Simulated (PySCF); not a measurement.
An unknown is described by computed data only.

Formula: C5H10BNP2.

| Quantity | Value |
| --- | --- |
| Rotational structure | rotational constants A, B, C: 1.247, 0.882, 0.658 GHz [PBE0-D3(BJ)/def2-SVP] |
| UV, first state | lowest singlet excitation: 5.58 eV (222 nm, f = 0.046) [TDDFT PBE0/def2-SVPD] |
| Polarisability | 134.7 au [PBE0/def2-SVPD] |
| Valence photoelectron | vertical ionisation energy: 9.27 eV [ΔSCF PBE0/def2-SVPD] |
| Triplet | lowest triplet excitation (Tamm–Dancoff): 3.96 eV [TDA PBE0/def2-SVPD] |
| UV, strongest line | among the 10 lowest singlet transitions: S2 at 5.81 eV (213 nm, f = 0.176) [TDDFT PBE0/def2-SVPD] |
| NMR, other nuclei | isotropic shieldings of nuclei other than C and H, by class: 143 (1 B), -76 (1 N), 494 (1 P), 524 (1 P) ppm [GIAO PBE0/pcSseg-1] |
| Dipole | 6.80 D [PBE0/def2-SVPD] |
| 13C NMR | chemical shifts (computed TMS as zero) by class: 141.1 (1 C), 132.2 (1 C), 128.7 (1 C), 31.5 (1 C), 15.5 (1 C) ppm [GIAO PBE0/pcSseg-1] |
| 1H NMR | chemical shifts (computed TMS as zero) by class: 5.83 (1 H), 5.76 (1 H), 5.60 (1 H), 3.71 (2 H), 2.18 (1 H), 2.15 (1 H), 1.79 (1 H), 1.52 (1 H), 1.40 (1 H) ppm [GIAO PBE0/pcSseg-1] |

Gas-phase values; electronic properties from PySCF, density fitting. Levels stand in brackets. NMR shifts are as computed; neighbouring signals can stand in another order in a measured spectrum. Geometry: PBE0-D3(BJ)/def2-SVP, one conformer, isolated molecule. Each NMR value is the plain mean over a class of atoms that symmetry, rotation or inversion makes alike.

Q: Propose a structure and show how it fits.

A: Numbering: `[CH2:1]=[CH:2][C@@H:3]1[CH2:4][P@+:5]1([PH2:6])[BH2-:7][C:8]#[N:9]`. 5 carbons fall into 5 classes; from least to most shielded: alkene CH carbon [C2] (141.1 ppm), cyano carbon [C8] (132.2 ppm), terminal =CH2 carbon [C1] (128.7 ppm), ring sp3 carbon bound to phosphorus [C3] (31.5 ppm), ring sp3 carbon bound to phosphorus [C4] (15.5 ppm). Hydrogen classes from least to most shielded: 1 H on a terminal =CH2 carbon, C1 (5.83 ppm), 1 H on a terminal =CH2 carbon, C1 (5.76 ppm), 1 H on an alkene CH carbon, C2 (5.60 ppm), 2 H on a three-coordinate phosphorus, P6 (3.71 ppm, a mean of values up to 1.2 ppm apart in this geometry), 1 H on an sp3 carbon bound to phosphorus, C3 (2.18 ppm), 1 H on a four-coordinate boron, B7 (2.15 ppm), 1 H on an sp3 carbon bound to phosphorus, C4 (1.79 ppm), 1 H on a four-coordinate boron, B7 (1.52 ppm), 1 H on an sp3 carbon bound to phosphorus, C4 (1.40 ppm). The other shieldings belong to: 143 ppm, four-coordinate boron [B7]; -76 ppm, cyano nitrogen [N9]; 494 ppm, phosphorus bonded to B, 2 C and P [P5]; 524 ppm, three-coordinate phosphorus [P6]. The first electron is taken from the HOMO, whose largest Löwdin shares are 0.28 on the terminal =CH2 carbon, 0.22 on the alkene CH carbon, 0.12 on an sp3 carbon bound to phosphorus and 0.12 on the phosphorus bonded to B, 2 C and P. The optimised geometry has point group C1 and is an asymmetric top. Structure: `C(=C)[C@H]1[P@@+](C1)(P)[BH2-]C#N`. The assignments are read from this structure; whether some other isomer fits the data as well wasn't checked. The mirror image fits equally.

The values belong to the conformer `[CH2:1]=[CH:2][C@@H:3]1[CH2:4][P@+:5]1([PH2:6])[BH2-:7][C:8]#[N:9]`: C1–C2–C3–C4 -148°, C4–P5–B7–C8 -158°, H–P6–P5–C4 -106°, H–P6–P5–C4 160°.
